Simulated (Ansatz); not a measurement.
Calculated with Ansatz (gas phase, PBE0-D4/def2-TZVP geometries, no zero-point term in ΔE). CCSD(T)/CBS adds triple-zeta CCSD(T) − MP2 to the extrapolated MP2 energy (def2 sets, frozen cores). Functionals use def2-TZVPP. B3LYP here is the variant with VWN-RPA as its local correlation; programs differ in this.

Consider the formal exchange of groups at the Si–C bond: `COC#C[SiH3]` + `B[Si](C)(C)F` → `B[Si](C)(F)[SiH3]` + `CC#COC`.

`COC#C[SiH3]`:

```xyz
11

C     1.914   -0.629    1.507
O     1.845   -0.026    0.205
C     0.657    0.142   -0.255
C    -0.450    0.313   -0.713
Si   -2.097    0.576   -1.407
H     1.396   -0.001    2.233
H     2.972   -0.697    1.748
H     1.464   -1.622    1.479
H    -3.122    0.102   -0.442
H    -2.325    2.018   -1.678
H    -2.254   -0.177   -2.678
```

`B[Si](C)(C)F`:

Z-matrix (Å, degrees):
```
Si
C 1 1.869
C 1 1.869 2 110.8
B 1 2.010 2 110.7 3 123.2
F 1 1.616 2 106.8 3 -116.0
H 2 1.093 1 110.7 3 -62.1
H 2 1.092 1 111.7 3 177.4
H 2 1.094 1 110.1 3 57.5
H 3 1.093 1 110.7 2 62.1
H 3 1.092 1 111.7 2 -177.4
H 3 1.093 1 110.1 2 -57.5
H 4 1.199 1 119.4 2 -61.5
H 4 1.196 1 123.9 2 118.5
```

`B[Si](C)(F)[SiH3]`:

Z-matrix (Å, degrees):
```
Si
C 1 1.870
F 1 1.616 2 107.5
B 1 1.990 2 114.7 3 126.4
Si 1 2.364 2 109.7 3 -116.3
H 2 1.092 1 110.8 3 58.0
H 2 1.093 1 110.0 3 178.0
H 2 1.093 1 111.0 3 -62.3
H 4 1.195 1 123.6 2 -135.5
H 4 1.198 1 118.6 2 50.1
H 5 1.489 1 109.8 2 61.9
H 5 1.489 1 109.4 2 -57.2
H 5 1.488 1 111.9 2 -177.3
```

`CC#COC`:

Cartesian coordinates in Å:
```
C -0.888 1.728 1.406
C -0.140 0.650 0.782
C 0.489 -0.242 0.282
O 1.191 -1.206 -0.232
C 0.734 -1.656 -1.509
H -0.633 2.699 0.975
H -0.678 1.774 2.478
H -1.965 1.581 1.290
H -0.288 -2.035 -1.432
H 1.409 -2.454 -1.809
H 0.771 -0.838 -2.232
```

```json
{"level": "r2SCAN-D4", "ΔE (eV)": "0.80"}
{"level": "r2SCAN", "ΔE (eV)": "0.80"}
{"level": "PBE0", "ΔE (eV)": "0.68"}
{"level": "B3LYP", "ΔE (eV)": "0.78"}
{"level": "MP2/def2-TZVPP", "ΔE (eV)": "0.95"}
{"level": "SCS-MP2/def2-TZVPP", "ΔE (eV)": "0.94"}
{"level": "CCSD(T)/def2-TZVPP", "ΔE (eV)": "0.85"}
{"level": "HF/def2-QZVPP", "ΔE (eV)": "0.94"}
```

**Question.** What does CCSD(T)/CBS give? (Best estimate.)

**Answer.** Computed: +0.86 eV. The listed levels differ from it by -0.06, -0.06, -0.18, -0.08, 0.09, 0.08, -0.01, 0.08 eV.

Largest T1 diagnostic among the species: 0.013.

From PBE to PBE0 (25 % exact exchange), in def2-TZVPP and without D4, ΔE moves by +0.06 eV.
